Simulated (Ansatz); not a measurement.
Computed with Ansatz on PBE0-D4/def2-TZVP structures; ΔE is electronic, products minus reactants. CCSD(T)/CBS is the MP2 limit (def2-TZVPP, def2-QZVPP) plus CCSD(T) − MP2 in def2-TZVPP, frozen cores. This one scheme is used for every species. Functionals use def2-TZVPP. B3LYP here is the variant with VWN-RPA as its local correlation; programs differ in this. Each species was taken in one conformer, which may not be the lowest.

Consider the ligand exchange at the Si–C bond: `[CH3][AlH][CH2][SiH2]F` + `N[SiH3]` → `F[SiH2]N[SiH3]` + `[CH3][AlH][CH3]`.

Task: Is it downhill or uphill in electronic energy at CCSD(T)/CBS, and by how much? (Best estimate.)

Result: The calculation gave: Downhill: ΔE = -13.8 kcal/mol.

Task: What do these levels give: r2SCAN, B3LYP, HF/def2-TZVPP, SCS-MP2/def2-TZVPP, CCSD/def2-TZVPP, HF/def2-QZVPP? (Best estimate.)

Result: Computed: r2SCAN -13.2, B3LYP -14.2, HF/def2-TZVPP -15.8, SCS-MP2/def2-TZVPP -14.5, CCSD/def2-TZVPP -14.2, HF/def2-QZVPP -16.0 kcal/mol.

Largest T1 diagnostic among the species: 0.011.

In def2-TZVPP, CCSD(T) changes the Hartree–Fock value by +1.9 kcal/mol (the triples alone add +0.3 kcal/mol) and MP2 by +1.8 kcal/mol.
